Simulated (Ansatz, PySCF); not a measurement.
System: CH7P2Si, net charge 0, doublet state. SMILES: C[Si](P)P
Geometry from a B3LYP-D3(BJ)/def2-TZVP (Ansatz, an electronic-structure program) optimisation:
```xyz
11

C     -1.6053     1.3975    -0.2649
Si    -0.1617     0.2199    -0.5562
P     -0.5679    -1.9389     0.0290
P      1.6875     1.0522     0.4610
H     -1.3545     2.4083    -0.5915
H     -2.4917     1.0654    -0.8069
H     -1.8528     1.4322     0.8002
H     -1.1674    -1.6018     1.2759
H     -1.8152    -2.0040    -0.6482
H      2.4699    -0.1065     0.2257
H      1.3126     0.6439     1.7724
```
Charge 0, spin multiplicity 2.

Unscaled harmonic wavenumbers (cm⁻¹) in rising order, each level at the stationary point that it reaches from this structure (no distance between atoms moves by over 0.3 Å); the order of modes can differ between levels, and a negative number is imaginary. B3LYP-D3(BJ)/def2-TZVP (PySCF, at the structure above): 103, 113, 133, 144, 161, 168, 363, 468, 596, 619, 652, 681, 724, 795, 825, 1095, 1096, 1275, 1450, 1455, 2343, 2345, 2371, 2393, 3018, 3089, 3112.

HF/3-21G (Ansatz): 90, 104, 128, 142, 162, 169, 345, 443, 698, 715, 727, 787, 802, 930, 952, 1231, 1232, 1465, 1625, 1627, 2380, 2386, 2395, 2420, 3186, 3259, 3272. Zero-point energy 48.1 against 45.2 kcal/mol; where all levels lie over 400 cm⁻¹, the wavenumbers are on average 1.091 times those of B3LYP-D3(BJ)/def2-TZVP.

HF/6-31G* (Ansatz): 113, 125, 148, 153, 183, 184, 407, 520, 697, 706, 720, 760, 800, 887, 911, 1229, 1230, 1446, 1601, 1603, 2565, 2569, 2582, 2603, 3191, 3261, 3277. Zero-point energy 49.3 against 45.2 kcal/mol; where all levels lie over 400 cm⁻¹, the wavenumbers are on average 1.104 times those of B3LYP-D3(BJ)/def2-TZVP.

B3LYP/6-31G* (Ansatz): 88, 106, 129, 142, 159, 169, 355, 468, 621, 637, 661, 692, 733, 815, 844, 1125, 1126, 1314, 1484, 1488, 2357, 2361, 2386, 2411, 3037, 3112, 3133. Zero-point energy 45.7 against 45.2 kcal/mol; where all levels lie over 400 cm⁻¹, the wavenumbers are on average 1.017 times those of B3LYP-D3(BJ)/def2-TZVP.
